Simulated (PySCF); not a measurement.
## Exercise with solution: entropy of an ideal gas

CH₃BO, SMILES [O+]#C[BH3-].

Geometry: PBE-D3(BJ)/def2-TZVP.

PBE-D3(BJ)/def2-TZVP run with PySCF gives the harmonic wavenumbers 289, 289, 776, 776, 796, 1041, 1052, 1052, 2134, 2408, 2483, 2483 cm⁻¹ and the rotational temperatures 5.8238, 0.4238, 0.4238 K. The molar mass is 41.84 g/mol, the symmetry number 3, the spin multiplicity 1.

Q: Work out the entropy at 298.15 K and 1 atm in the rigid-rotor, harmonic-oscillator model.

A: 
Translation (Sackur–Tetrode at 1 atm): S = R[1.5 ln M + 2.5 ln T − 1.16487] = 155.3 J/(mol K).
Rotation: q = (√π/σ) T^1.5/√(θA θB θC) = 2970, S = R[ln q + 3/2] = 79.0 J/(mol K).
Vibration: with u = 1.4388 ν/T, each mode gives R[u/(e^u − 1) − ln(1 − e^−u)]:
```
ν (cm⁻¹)  modes     u  S (J/(mol K))
--------  -----  ----  -------------
289           2  1.39          12.38
776           2  3.74           1.91
796           1  3.84           0.88
1041          1  5.02           0.33
1052          2  5.08           0.63
```
The stiffer modes add less than 0.005 each. Sum 16.1 J/(mol K).
Spin: R ln 1 = 0.0 J/(mol K).
Total 250.4 J/(mol K); the program's own thermochemistry gives 250.4. Translation makes up 62 % and vibration 6 %. Anharmonicity, hindered rotation and orbital degeneracy are left out.
